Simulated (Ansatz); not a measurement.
Geometry optimisation, RKS B3LYP/6-31G* (Ansatz).

input.yaml

```yaml
crystal:
  periodic: [false, false, false]
  atoms:
    - { symbol: Al, position_ang: [0.776379, -0.863357, 1.082689] }
    - { symbol: Cl, position_ang: [2.071725, 0.885959, 0.824389] }
    - { symbol: F, position_ang: [1.398423, -2.371007, 0.880121] }
    - { symbol: F, position_ang: [-0.623718, -0.649735, 1.93266] }
    - { symbol: H, position_ang: [-0.824787, -0.045183, -1.657203] }
    - { symbol: O, position_ang: [-0.320471, -0.848436, -1.869977] }
    - { symbol: H, position_ang: [-0.306372, 1.910298, 0.342951] }
    - { symbol: O, position_ang: [-1.096153, 1.434683, 0.033065] }
    - { symbol: H, position_ang: [0.413197, -0.529063, -2.419196] }
    - { symbol: H, position_ang: [-1.488121, 1.07584, 0.850501] }
basis:
  gaussian: { orbitals: "6-31G*" }
hamiltonian:
  xc: b3lyp
relax:
  f_tol: 0.03
  max_steps: 50
```

Run as:

```bash
$ ansatz run input.yaml --threads 2 --pin off --max-ram 3072MiB --backend cpu --events-out ev --progress --plain --runs-dir out
```

Question: Where does it end, and by what steps?

Answer: The run converged. After 17 steps the energy has fallen by 1.550 eV; H7 moved furthest, 1.28 Å. Joined: Al1–O6.

```csv
step,energy less start (eV),largest force component (eV/Å),accepted
0,0.0000,0.956,yes
1,-0.2609,0.816,yes
2,-0.5640,1.380,yes
3,-1.0391,0.836,yes
4,-1.2428,1.735,yes
5,-1.4003,0.655,yes
6,-1.4622,0.833,yes
7,-1.4923,0.260,yes
8,-1.5043,0.081,yes
9,-1.5123,0.308,yes
10,-1.5187,0.347,yes
11,-1.5270,0.409,yes
12,-1.5356,0.193,yes
13,-1.5419,0.198,yes
14,-1.5450,0.159,yes
15,-1.5474,0.145,yes
16,-1.5489,0.092,yes
17,-1.5497,0.021,yes
```

```xyz
10
Properties=species:S:1:pos:R:3
Al 0.879 -0.959 0.602
Cl 2.803 -0.046 0.485
F 0.822 -2.609 0.691
F -0.223 -0.160 1.606
H -0.617 0.251 -0.935
O 0.121 -0.446 -1.079
H -1.465 2.108 -0.160
O -1.670 1.160 -0.187
H 0.768 -0.112 -1.722
H -1.417 0.813 0.700
```

Whether the end is a true minimum wasn't checked by a vibrational analysis.

Time of the run: 71 s on 2 threads of Arm Neoverse V1 (shared host), peak memory 0.24 GiB.
